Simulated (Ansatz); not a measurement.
Ansatz (a quantum-chemistry and plane-wave program) input (BHLYP/def2-TZVPD):

Ansatz 0.2 input:
```yaml
crystal:
  periodic: [false, false, false]
  atoms:
    - {symbol: Si, position_ang: [-0.53848268, 0.07142093, 0.06098852]}
    - {symbol: F, position_ang: [1.05646224, 0.02262613, -0.15902280]}
    - {symbol: H, position_ang: [-1.15643441, -0.88757867, -0.89288587]}
    - {symbol: H, position_ang: [-0.81296828, -0.31594951, 1.47025172]}
basis:
  gaussian:
    orbitals: def2-TZVPD
hamiltonian:
  xc: {name: BHLYP}
magnetization: {spin_polarized: true, initial_magnetization: 1}
output: {forces: true}
```

End of the output:

```
0.29 GiB of device memory are held for the factors and their scratch space
mean field: 0.41 GiB planned
mean field evaluation 1: about -10626.1128 eV, gradient 2.1e1 eV
mean field evaluation 2: about -10625.5584 eV, gradient 2.7e1 eV
mean field evaluation 4: about -10627.5346 eV, gradient 2.8e-1 eV
mean field evaluation 8: about -10627.5668 eV, gradient 8.1e-3 eV
mean field -10627.56684427 eV, -390.5558779032 hartree, gradient 3.8e-5 eV, S^2 0.752225; 0 other end points of the search recorded, 0 dependent functions left out
the calculation of the forces begins
reference -10627.56698957 eV, -390.5558832430 hartree; 13, 12 occupied and 88, 89 virtual orbitals, 634 factors
Total energy: -10627.56698957 eV, -390.5558832430 hartree
Atom 0 at    -0.538483     0.071421     0.060989 Å, force     0.462271    -0.217097    -0.014673 eV/Å
Atom 1 at     1.056462     0.022626    -0.159023 Å, force    -0.608173     0.013877     0.085037 eV/Å
Atom 2 at    -1.156434    -0.887579    -0.892886 Å, force     0.096759     0.141234     0.128624 eV/Å
Atom 3 at    -0.812968    -0.315950     1.470252 Å, force     0.049143     0.061986    -0.198988 eV/Å
Dipole moment:    -0.282737     0.002697     0.040441 e Å
```

It need not be the lowest isomer of its formula.
